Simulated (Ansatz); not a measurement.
Reaction (isomerisation): `[OH][Ge]([OH])([F])[SiH3]` → `[OH][GeH2][SiH](O)F`

Program: Ansatz. Geometries: PBE0-D4/def2-TZVP. ΔE: electronic, gas phase. CCSD(T)/CBS is the MP2 limit (def2-TZVPP, def2-QZVPP) plus CCSD(T) − MP2 in def2-TZVPP, frozen cores. DFT in def2-TZVPP. For Ge outer-core shells are correlated without core-valence functions, which leaves a few kJ/mol of doubt a bond. Scalar relativity is left out up to krypton. Each species was taken in one conformer, which may not be the lowest.

| level | ΔE (kJ/mol) |
| --- | --- |
| PBE | -86.2 |
| HF/def2-TZVPP | -92.8 |

(1) What does CCSD(T)/CBS give? (Estimate.)

Largest T1 diagnostic among the species: 0.013.

## Answers

(1) Ansatz gave: -95.9 kJ/mol. The listed levels differ from it by 9.7, 3.1 kJ/mol.

From BLYP to BHLYP (50 % exact exchange), in def2-TZVPP and without D4, ΔE moves by −10.3 kJ/mol. Leaving LDA and LC-ωPBE aside and taking each functional with its dispersion term where it has one, the values, not all of them listed here, spread over 14.7 kJ/mol, from B97M-V to revPBE-D4. LDA lies −12.7 kJ/mol from PBE without D4. At CCSD(T), def2-SVP lies +32.1 kJ/mol from the extrapolated value and def2-TZVPP +6.9 kJ/mol.

CCSD(T)/CBS has its own doubt, a few kJ/mol and more with outer-core shells, so smaller differences from it don't rank the levels.
